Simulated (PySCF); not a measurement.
BI3, SMILES IB(I)I. Geometry optimised at PBE-D3(BJ)/def2-SVP. The isomer is the one that the SMILES or the coordinates give; other isomers of the formula were not compared. The def2 effective core potentials stand for the cores of I; spin–orbit coupling is left out.

Computed equilibrium geometry at PBE-D3(BJ)/def2-SVP (PySCF confirms it by a frequency run) as Cartesian coordinates in Å, and its point group:
point group D3h.
```xyz
4

B      0.0000     0.0000     0.0000
I      2.1334     0.0000     0.0000
I     -1.0667    -1.8476     0.0000
I     -1.0667     1.8476     0.0000
```
Charge 0, spin multiplicity 1.
